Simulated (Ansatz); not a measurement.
Ta4Si3. The state is a singlet with charge 0. Geometry PBE-D4/def2-SVP; atoms count from 1.

```xyz
7

Ta    2.1437   -0.0811   -0.9270
Ta    1.6015    2.0011    0.4802
Ta   -0.3912    0.8898   -0.8478
Ta    0.4403   -0.2630    1.1833
Si   -1.9507   -1.4017    0.0081
Si    0.2380   -1.6984   -1.0622
Si   -2.0816    0.5533    1.1654
```

In the def2 sets Ta takes a core potential; there is no spin–orbit coupling. The restricted singlet is unstable towards broken spin symmetry in Hartree–Fock (as tested in another run); at PBE0-D4/def2-TZVP this wasn't settled. No other spin state of charge 0 was run. Another isomer (triplet) lies 1.49 eV lower at PBE0-D4/def2-TZVP; other spin states weren't run for this one.

Q: Estimate the Mulliken populations from the PBE0/def2-TZVP orbitals of Ansatz.

A: 
| atom | charge (e) | d electrons |
| --- | --- | --- |
| Ta1 | 0.12 | 3.65 |
| Ta2 | 0.03 | 3.62 |
| Ta3 | 0.25 | 3.56 |
| Ta4 | 0.25 | 3.56 |
| Si5 | -0.12 | – |
| Si6 | -0.24 | – |
| Si7 | -0.29 | – |
Mulliken values and Mayer orders depend strongly on the basis.

Q: And the Mayer bond orders between bonded heavy atoms (over 0.3)?

A: Ta1–Ta2 1.96 (2.57 Å); Ta1–Ta3 1.12 (2.72 Å); Ta1–Ta4 1.12 (2.72 Å); Ta1–Si6 1.20 (2.50 Å); Ta2–Ta3 1.39 (2.64 Å); Ta2–Ta4 1.39 (2.64 Å); Ta3–Ta4 1.65 (2.48 Å); Ta3–Si5 0.46 (2.90 Å); Ta3–Si6 0.64 (2.67 Å); Ta3–Si7 0.82 (2.65 Å); Ta4–Si5 0.46 (2.90 Å); Ta4–Si6 0.64 (2.67 Å); Ta4–Si7 0.82 (2.65 Å); Si5–Si6 0.75 (2.45 Å); Si5–Si7 1.28 (2.28 Å).
